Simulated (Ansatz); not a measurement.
Stepwise reaction of `[Br][AlH][Br]` with hydrogen fluoride, as a gas-phase model of exchange steps in deposition or etching. ΔE in kJ/mol; ΔG adds harmonic PBE0-D4 terms to CCSD(T)/CBS, at 1 bar.

Computed with Ansatz on PBE0-D4/def2-TZVP structures; ΔE is electronic, products minus reactants. CBS: MP2 limit from def2 TZ/QZ plus the TZ coupled-cluster correction, frozen cores. This one scheme is used for every species. DFT in def2-TZVPP. B3LYP here is the variant with VWN-RPA as its local correlation; programs differ in this. For Br outer-core shells are correlated without core-valence functions, which leaves a few kJ/mol of doubt a bond. Scalar relativity is left out up to krypton.

| step | reaction | PBE-D4 | B3LYP-D4 | ωB97M-V | CCSD(T)/CBS | ΔG(400 K) |
| --- | --- | --- | --- | --- | --- | --- |
| 1 | `[Br][AlH][Br]` + H–F → `[F][AlH][Br]` + HBr | -19.6 | -27.5 | -24.2 | -19.0 | -28.4 |

Problem. Give the row of step 2, `[F][AlH][Br]` + H–F → `[F][AlH][F]` + HBr. (Best estimate.)

Solution. The calculation gave: 
```csv
step,reaction,PBE-D4,B3LYP-D4,ωB97M-V,CCSD(T)/CBS,ΔG(400 K)
2,`[F][AlH][Br]` + H–F → `[F][AlH][F]` + HBr,-21.5,-29.2,-25.4,-21.8,-26.4
```

Problem. By hand: ΔE of the 2 steps together at CCSD(T)/CBS.

Solution. (-19.0) + (-21.8) = -40.8 kJ/mol, or -20.4 kJ/mol a step.

In ΔE the steps differ by no more than 2.8 kJ/mol. All are downhill at CCSD(T)/CBS. ΔG lies between -28.4 and -26.4 kJ/mol a step. PBE-D4 differs from CCSD(T)/CBS by -0.6 to 0.3 kJ/mol a step. Isolated molecules leave out the surface, adducts and barriers. Largest T1 diagnostic: 0.013.
